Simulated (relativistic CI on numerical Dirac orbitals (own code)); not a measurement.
**Ligand-field terms of d9**

Computed with a parametric ligand-field model of a d^n configuration (Racah B and C, spin-orbit zeta, crystal field), exact diagonalisation.

Field parameters in Wybourne normalisation: Oh B⁴₀ = 21Dq, B⁴₄ = √(5/14) B⁴₀. The field is a parameter set, without covalency.

Question: Ground term and bands for B = 400, C = 1760, ζ = 0 cm⁻¹, Oh, 10Dq = 15600 cm⁻¹?

Answer: Ground term 2E with 3.00 electrons in the two orbitals of the cubic e set. Spin-allowed: 2T2 15600 cm⁻¹ (641 nm). Lowest spin-forbidden: none.

Question: Ground term and bands for B = 400, C = 1760, ζ = 0 cm⁻¹, Oh, 10Dq = 8400 cm⁻¹?

Answer: Ground term 2E with 3.00 electrons in the two orbitals of the cubic e set. Spin-allowed: 2T2 8400 cm⁻¹ (1190 nm). Lowest spin-forbidden: none.

Question: Ground term and bands for B = 400, C = 1760, ζ = 0 cm⁻¹, Oh, 10Dq = 6000 cm⁻¹?

Answer: Ground term 2E with 3.00 electrons in the two orbitals of the cubic e set. Spin-allowed: 2T2 6000 cm⁻¹ (1667 nm). Lowest spin-forbidden: none.

Question: Ground term and bands for B = 400, C = 1760, ζ = 0 cm⁻¹, Oh, 10Dq = 18000 cm⁻¹?

Answer: Ground term 2E with 3.00 electrons in the two orbitals of the cubic e set. Spin-allowed: 2T2 18000 cm⁻¹ (556 nm). Lowest spin-forbidden: none.

Question: Ground term and bands for B = 400, C = 1760, ζ = 0 cm⁻¹, Oh, 10Dq = 10800 cm⁻¹?

Answer: Ground term 2E with 3.00 electrons in the two orbitals of the cubic e set. Spin-allowed: 2T2 10800 cm⁻¹ (926 nm). Lowest spin-forbidden: none.
